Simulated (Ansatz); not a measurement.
Basis-set series for C$_{7}$H$_{13}$Cl$_{2}$NSiTi, SMILES `C[N](C)[Ti]1234([Cl])([Cl])[C@@H]5[C@H]1[C@H]2[C@@]3([SiH3])[C@@H]54`. Total charge 0; spin multiplicity 1. Geometry: relaxed with PBE0-D4/def2-TZVP. It is one conformer, not always the lowest.

```xyz
25

C    -0.937   -1.710   -1.567
N    -0.494   -1.617   -0.198
C     0.454   -2.648    0.150
Ti   -0.698   -0.135    0.921
Cl   -2.682    0.682    0.271
Cl   -1.034   -1.100    2.926
C     0.687    1.411    2.163
C     1.507    0.467    1.496
C     1.346    0.651    0.112
C     0.390    1.679   -0.099
Si   -0.211    2.360   -1.725
C     0.011    2.152    1.193
H    -1.376   -2.699   -1.750
H    -1.692   -0.957   -1.783
H    -0.102   -1.582   -2.271
H    -0.003   -3.637    0.021
H     0.761   -2.565    1.194
H     1.350   -2.606   -0.486
H     0.561    1.490    3.232
H     2.128   -0.277    1.975
H     1.839    0.079   -0.661
H     0.887    3.135   -2.365
H    -1.365    3.256   -1.481
H    -0.592    1.261   -2.648
H    -0.735    2.910    1.380
```

```json
{"functional": "PBE0-D4", "basis": "def2-TZVPP", "functions": "620", "energy (Eh)": "-2388.02951", "HOMO (eV)": "-6.69", "LUMO (eV)": "-2.36"}
{"functional": "PBE0-D4", "basis": "def2-QZVPP", "functions": "1149", "energy (Eh)": "-2388.09959", "HOMO (eV)": "-6.71", "LUMO (eV)": "-2.39"}
{"functional": "ωB97M-V", "basis": "def2-TZVPP", "functions": "620", "energy (Eh)": "-2388.74820", "HOMO (eV)": "-8.81", "LUMO (eV)": "-0.26"}
{"functional": "ωB97M-V", "basis": "def2-QZVPP", "functions": "1149", "energy (Eh)": "-2388.81428", "HOMO (eV)": "-8.82", "LUMO (eV)": "-0.30"}
```

Question: Give the rows for def2-SVP. (An estimate is asked.)

Answer: The calculation gave: 
```tsv
functional	basis	functions	energy (Eh)	HOMO (eV)	LUMO (eV)
PBE0-D4	def2-SVP	262	-2387.15190	-6.65	-2.37
ωB97M-V	def2-SVP	262	-2387.85692	-8.74	-0.22
```

Scalar relativity is left out up to krypton.

Program: Ansatz 0.2.0.
